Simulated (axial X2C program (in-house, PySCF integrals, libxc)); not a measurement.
Values are calculated unless marked as measured or tabulated.
**SnC⁻: input and output**

Program: an axial X2C code built on PySCF integrals.

The run was started with this input:
```json
{
 "zs": [
  50,
  6
 ],
 "q": -1,
 "bas": [
  "dyall-acv3z",
  "dyall-av3z"
 ],
 "levels": [
  "PBE0",
  "HF",
  "PBE50"
 ],
 "cc": true,
 "r0": 1.97,
 "thr": -1.0,
 "nmax": 90,
 "npts": 10,
 "nst": 2,
 "ntry": 6
}
```
```bash
python so2c.py task.json out
```

Keys: zs atomic numbers; q charge; bas basis sets; levels methods; cc coupled cluster on or off; r0 starting distance in Å; thr threshold in hartree for freezing inner shells (an s shell follows its p shell); nmax most natural virtual spinors; npts points on the curve; nst determinants followed; ntry starts of the search. HF also brings MP2.

Output of the HF step, 2c, at R = 1.972 Å for the state Ω = 1/2. It starts from PBE0 orbitals of this distance.

```
two-component X2C + atomic mean field  HF
basis functions 203  fitting functions 1027  grid points 5078
iter        total energy     max residual
   1      -6208.977204820     3.76e-01
   2      -6209.010419264     1.83e-02
   3      -6209.022343921     1.03e-01
   4      -6209.031194324     1.17e-01
   5      -6209.036198932     3.91e-02
   6      -6209.037807856     1.10e-02
   7      -6209.037906663     5.07e-03
   8      -6209.037948450     8.86e-04
   9      -6209.037970805     2.81e-03
  10      -6209.037992375     2.45e-03
  11      -6209.038009144     7.94e-04
  12      -6209.038017970     4.91e-04
  13      -6209.038021915     7.07e-04
  14      -6209.038023507     3.25e-04
  15      -6209.038023973     4.42e-05
  16      -6209.038024066     7.28e-05
  17      -6209.038024084     3.23e-05
  18      -6209.038024087     3.23e-06
  19      -6209.038024088     5.11e-06
  20      -6209.038024088     2.26e-06
converged
one-electron -8707.46838733  Coulomb 2590.72047378  exact exchange -169.27305711  xc functional 0.00000000  nuclear repulsion 80.50363249  atomic mean-field constant -3.52068591
correlated 9  virtual 293  natural virtual 90  E(MP2) -0.167940253  MP2 remainder -0.007196415
iter   CCSD correlation   residual
   1     -0.178182168   1.43e-01
   2     -0.187722399   8.44e-02
   3     -0.193663583   6.08e-02
   4     -0.199938395   4.38e-02
   5     -0.202580884   2.20e-02
   6     -0.203136154   9.80e-03
   7     -0.203341197   5.23e-03
   8     -0.203270345   2.65e-03
   9     -0.203312650   1.49e-03
  10     -0.203306726   7.94e-04
  11     -0.203315792   5.04e-04
  12     -0.203312876   3.79e-04
  13     -0.203321258   2.91e-04
  14     -0.203329605   1.71e-04
  15     -0.203336050   8.46e-05
  16     -0.203336275   3.79e-05
  17     -0.203335034   2.19e-05
  18     -0.203333765   1.31e-05
  19     -0.203332997   6.39e-06
  20     -0.203332894   2.86e-06
  21     -0.203332790   1.80e-06
  22     -0.203332788   1.11e-06
(T) -0.014195666  T1 0.1331  D1 0.2216  max T2 0.081
```
Energies are in hartree; totals compare only within one Hamiltonian and basis. T1 is large, a sign of multireference character or of a spin-contaminated reference. T1 in the output is the amplitude norm over the root of the electron number; divide by √2 for the Lee–Taylor value. The determinant is spin-polarised beyond a pure state at some levels (its spin-free form has ⟨S²⟩ too high), which makes Re and μ there less reliable.
